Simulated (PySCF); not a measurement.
Computed IR spectrum (relative IR intensity) of a molecule C₄H₁₀Zn. The structure is a stationary point at PBE0-D3(BJ)/def2-SVP. One conformer was computed; it need not be the lowest. Method: PBE0-D3(BJ)/def2-SVP (PySCF). Frequencies are harmonic and unscaled.

Lines under 2 % of the strongest are left out, and lines within 2 cm⁻¹ are merged.

ν (cm⁻¹): 252 (vw), 266 (w), 566 (m), 606 (m), 619 (m), 964 (w), 1046 (vw), 1050 (m), 1211 (vw), 1245 (vw), 1392 (w), 1431 (vw), 1471 (vw), 1482 (w), 3029 (vs), 3041 (m), 3090 (w), 3107 (s), 3126 (s) (against the strongest line: vs over 80 %, s over 45 %, m over 15 %, w over 4 %, vw less)

Question: Pick the molecule that these values belong to.
(A) [CH3][Zn][CH](C)C
(B) C[CH2][Zn][CH2]C
(C) C[C](C)(C)[ZnH]

Answer: B, C[CH2][Zn][CH2]C
